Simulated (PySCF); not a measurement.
Distances in Å between the heavy atoms of a computed structure (GFN2-xTB; lower triangle, same order across):
```
F1    0.00
C2    1.33  0.00
F3    2.15  1.33  0.00
F4    2.15  1.34  2.15  0.00
C5    2.38  1.55  2.39  2.37  0.00
F6    2.73  2.36  2.82  3.52  1.35  0.00
F7    3.52  2.36  2.68  2.84  1.36  2.16  0.00
C8    3.02  2.55  3.71  2.83  1.52  2.39  2.35  0.00
C9    3.89  3.76  4.88  4.22  2.60  2.81  3.43  1.47  0.00
O10   2.91  3.06  4.34  3.37  2.48  2.96  3.62  1.39  1.40  0.00
```

Hydrogens: 1 on C8, 2 on C9.

Charge 0, singlet.

(1) Which heavy atoms are bonded, and with what formal order?

(2) Which species is it?

(3) Which rings does it hold (smallest set)?

(4) Describe the place of each heavy atom.

Answers

(1) F1–C2 (single); C2–F3 (single); C2–F4 (single); C2–C5 (single); C5–F6 (single); C5–F7 (single); C5–C8 (single); C8–C9 (single); C9–O10 (single); C8–O10 (single).

(2) `FC(F)(F)C(F)(F)C1CO1`, C4H3F5O. The mark at the stereocentre is left out: distances alone don't tell a structure from its mirror image. Among its features: ether, epoxide, CF3 group and C–F bond.

(3) C8–C9–O10 (3 members).

(4) F1/F3/F4: fluorine of a CF3 group; C2: CF3 carbon; C5: CF2 carbon; F6: fluorine of a CF2 group; F7: fluorine of a CF2 group; C8: sp3 carbon bound to oxygen; C9: sp3 carbon bound to oxygen; O10: epoxide oxygen.

The values belong to the conformer `[F:1][C:2]([F:3])([F:4])[C:5]([F:6])([F:7])[C@@H:8]1[CH2:9][O:10]1`: F1–C2–C5–F6 56°, C2–C5–C8–C9 130°.
